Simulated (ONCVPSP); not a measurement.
## boron (B): variants of one ONCV potential

Base potential:

```
Element                 : boron (B)
Generator               : ONCVPSP 4.0.1
Type                    : optimised norm-conserving Vanderbilt (ONCV)
Functional              : PBE
Relativity              : scalar-relativistic
Frozen core             : [He]
Valence charge          : 3
Reference configuration : 2s2 2p1
Partial waves           : 2s: rc 1.70 bohr, ncon 4, nbas 8, qcut 4.2 1/bohr, 2 projectors, debl 3.4 Ha; 2p: rc 4.00 bohr, ncon 4, nbas 8, qcut 2.7 1/bohr, 2 projectors, debl 0.5 Ha; d scattering state at 0.41 Ha: rc 3.00 bohr, ncon 4, nbas 7, qcut 3.4 1/bohr, 2 projectors, debl 1.4 Ha
Local potential         : polynomial inside 1.65 bohr (lpopt 5, dvloc0 0 Ha)
Core correction         : Teter function, fcfact 3.75, rcfact 1.75
```

Cutoffs, loose and tight: the cutoffs (Ha) at which the residual kinetic energy of the hardest occupied pseudo-wave falls to 1 and 0.1 mHa per electron. They do not see the model core or the augmentation charge, which bear on the density cutoff. Test errors are all-electron minus pseudo excitation energies from the reference, over the configurations 2s2 2p0; 2s1 2p0; 2s2 2p0.5; 2s1 2p2. A dash means not determined; rows that change the core or the reference have their own tests.

1 further variants are left out, since the program set their typed debl aside.

For the base: The cutoffs count occupied waves only; projector 2 of the s channel, the hardest unoccupied one, needs 24 Ha at the loose tolerance.

```csv
change,outcome,"cutoff, loose","cutoff, tight",bound ghosts,GHOST(+) flags above zero,largest test error (meV)
base,generated,8.0 Ha,35 Ha,none,none,+1064
functional LDA (Perdew-Zunger),generated,8.0 Ha,35 Ha,none,none,+990
"local potential polynomial inside 1.40 bohr (lpopt 3, dvloc0 3 Ha)",generated,8.0 Ha,35 Ha,none,none,+1064
"core correction Teter function, fcfact 5.8, rcfact 1.75",generated,8.0 Ha,35 Ha,none,none,+1064
p: nbas 9,generated,8.0 Ha,35 Ha,none,none,+1094
s: qcut 3.4,generated,14 Ha,55 Ha,none,none,+1059
"core correction Teter function, fcfact 3.75, rcfact 1.48",generated,8.0 Ha,35 Ha,none,none,+1067
"reference 2s2; wave 2p: rc 4.00 bohr, ncon 4, nbas 8, qcut 2.7 1/bohr, 2 projectors, debl 0.5 Ha becomes p scattering state at 0.14 Ha: rc 4.00 bohr, ncon 4, nbas 8, qcut 2.7 1/bohr, 2 projectors, debl 0.5 Ha","generated, projector energies reset by the program",8.5 Ha,46 Ha,none,none,+906
```
